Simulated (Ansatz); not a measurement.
`FCC(F)(C(F)(F)F)C(F)(F)F` + H₂ → `FCC(F)(C(F)F)C(F)(F)F` + H–F at 700 K and 1 bar (hydrogenolysis of a C–F bond).

Calculated with Ansatz (gas phase, PBE0-D4/def2-TZVP geometries, no zero-point term in ΔE). CCSD(T)/CBS is the MP2 limit (def2-TZVPP, def2-QZVPP) plus CCSD(T) − MP2 in def2-TZVPP, frozen cores. This one scheme is used for every species. Each species was taken in one conformer, which may not be the lowest.

```tsv
species	CCSD(T)/CBS energy (Eh)	H − E (kJ/mol)	S (J/(mol·K))
`FCC(F)(C(F)(F)F)C(F)(F)F`	-951.73613	306.3	616.3
H₂	-1.17544	46.8	155.3
`FCC(F)(C(F)F)C(F)(F)F`	-852.54192	321.9	595.8
H–F	-100.39570	45.2	198.5
```

H − E and S are ideal-gas, rigid-rotor, harmonic terms from PBE0-D4/def2-TZVP, for one conformer and one mirror image of each species. For small species the MP2-based limit differs from directly extrapolated CCSD(T) by up to some mEh (0.8 for H₂); such offsets cancel only in part. 1 Eh = 2625.50 kJ/mol, R = 8.31446 J/(mol·K).

Task: By hand: ΔE, ΔH, ΔS and ΔG.

Result: ΔE = (-852.54192) + (-100.39570) − (-951.73613) − (-1.17544) = -0.02605 Eh = -68.4 kJ/mol. Δ(H − E) = 321.9 + 45.2 − 306.3 − 46.8 = 14.0, so ΔH = -54.4 kJ/mol. ΔS = 595.8 + 198.5 − 616.3 − 155.3 = 22.7 J/(mol·K). ΔG = -54.4 − 700 × (22.7)/1000 = -70.3 kJ/mol.

Task: By hand: the equilibrium constant, and the temperature at which ΔG would vanish if ΔH and ΔS stayed fixed.

Result: log₁₀ K = −ΔG/(RT ln 10) = 5.2. ΔH and −TΔS have one sign here, so there is no such temperature.

ΔH outweighs TΔS. A doubt of 5 kJ/mol in ΔE shifts log₁₀ K by 0.4 here. Other conformers and mirror images would add mixing entropy, several J/(mol·K) or more a flexible species. Modes under 60 cm⁻¹, often nearly free rotors, make the harmonic entropy too high. These are equilibria of isolated gas molecules and say nothing of rates. Largest T1 diagnostic: 0.012 (customary marks: 0.02 for closed shells, 0.045 for open ones).
